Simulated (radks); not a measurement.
Q: Dy6+, 60 electrons, occupied as [Kr] 4d10 4f8 5s2 5p4. All-electron calculation, scalar-relativistic Kohn-Sham, PBE, spin-polarised, spherical densities, finite nucleus; open shells are filled with parallel spins first (spin-orbit coupling, left out, can overturn this in heavy ions); Fermi nuclear charge, rms radius 5.2218 fm. Program: a radial shooting solver on a logarithmic mesh with Libxc functionals. Some entries of the table are withheld. Estimate them.

orbital  occ.  eigenvalue (eV)  r(max) (bohr)  <r^2> (bohr^2)
1s up       1        -53740.21        0.01338       0.0006095
1s down     1        -53740.03        0.01338       0.0006095
2s up       1        -9024.290        0.07604        0.009522
2s down     1        -9024.140        0.07604        0.009521
2p up       3        -8018.045        0.06169        0.007708
2p down     3        -8017.852        0.06169        0.007707
3s up       1        -2080.620         0.2155         0.06290
3s down     1        -2077.798         0.2154         0.06280
3p up       3        -1771.623         0.2117         0.06319
3p down     3        -1768.790         0.2116         0.06306
3d up       5        -1373.729         0.1730         0.05291
3d down     5        -1371.534         0.1729         0.05275
4s up       1        -485.6262         0.4936          0.3153
4s down     1        -479.4849         0.4936          0.3154
4p up       3        -383.5389         0.5153          0.3558
4p down     3        -377.4680         0.5153          0.3558
4d up       5        -244.3654            (1)          0.4224
4d down     5        -238.3084            (2)          0.4228
5s up       1        -129.2709          1.118           1.635
5s down     1        -124.1454          1.123           1.669
5p up       3        -101.7895          1.240             (3)
5p down     1         -97.2215          1.250             (4)
4f up       7         -91.6968         0.5266          0.6723
4f down     1         -85.6169         0.5279          0.6903

A: 
(1) 4d up r(max) (bohr): 0.5330
(2) 4d down r(max) (bohr): 0.5330
(3) 5p up <r^2> (bohr^2): 2.057
(4) 5p down <r^2> (bohr^2): 2.124
